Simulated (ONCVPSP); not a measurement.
# Zn (Z = 30): one change to an ONCV potential, before and after

```
Element                 : Zn
Generator               : ONCVPSP 4.0.1
Type                    : optimised norm-conserving Vanderbilt (ONCV)
Functional              : PBE
Relativity              : scalar-relativistic
Frozen core             : [Ar]
Valence charge          : 12
Reference configuration : 3d10 4s2
Partial waves           : 4s: rc 1.85 bohr, ncon 4, nbas 7, qcut 3.7 1/bohr, 1 projector; p scattering state at 0.43 Ha: rc 1.95 bohr, ncon 3, nbas 8, qcut 4.2 1/bohr, 2 projectors, debl 2.4 Ha; 3d: rc 1.50 bohr, ncon 4, nbas 8, qcut 9.9 1/bohr, 2 projectors, debl 1.2 Ha; f scattering state at 0.21 Ha: rc 1.85 bohr, ncon 5, nbas 8, qcut 5.7 1/bohr, 3 projectors, debl 1.3 Ha
Local potential         : polynomial inside 1.45 bohr (lpopt 5, dvloc0 4 Ha)
Core correction         : Teter function, fcfact 5.5, rcfact 1.5
```

Change: all radii but the core radius scaled by about 0.88 (s 1.62, p 1.72, d 1.32, f 1.62 bohr); local potential polynomial inside 1.28 bohr (lpopt 5, dvloc0 4 Ha).

Cutoffs: the cutoffs (Ha) at which the residual kinetic energy of the hardest occupied pseudo-wave falls to 1 and 0.1 mHa per electron; they do not see the model core or the augmentation charge, which bear on the density cutoff. Errors are all-electron minus pseudo energies relative to the spin-unpolarised reference configuration.

**Question.** How do hardness, ghosts and transferability respond?

**Answer.** The potential gets harder (42 Ha and 48 Ha → 48 Ha and 126 Ha); the lowest positive-energy flag moves from f at 100.7 eV to f at 39.8 eV; of the 4 tests that both files solve, the error grows in 1 and shrinks in 0 by more than 15 % and 0.3 meV (median size 17.6 → 20.0 meV); neither file shows a bound ghost. A smaller radius makes the pseudo-wave follow the all-electron one further in, where it bends more sharply, so more plane waves are needed.

| quantity | base | changed |
| --- | --- | --- |
| cutoff, loose | 42 Ha | 48 Ha |
| cutoff, tight | 48 Ha | 126 Ha |
| loose cutoff by channel | s 6.3 Ha, d 42 Ha | s 6.1 Ha, d 48 Ha |
| bound ghosts | none | none |
| GHOST(+) flags under 300 eV | f at 100.7 eV | f at 39.8 eV, s at 41.6 eV |
| error for 3d10 4s1, meV [ΔE 9.89 eV] | +3.1 | +3.5 |
| error for 3d10 4s0, meV [ΔE 28.33 eV] | +32 | +35 |
| error for 3d9 4s0, meV [ΔE 68.87 eV] | +100 | +102 |
| error for 3d10 4s1 4p1, meV [ΔE 5.09 eV] | +3.6 | +5.2 |
| rms error of d²Exc/dni dnj with the model core, mHa | 0.28 | 0.43 |
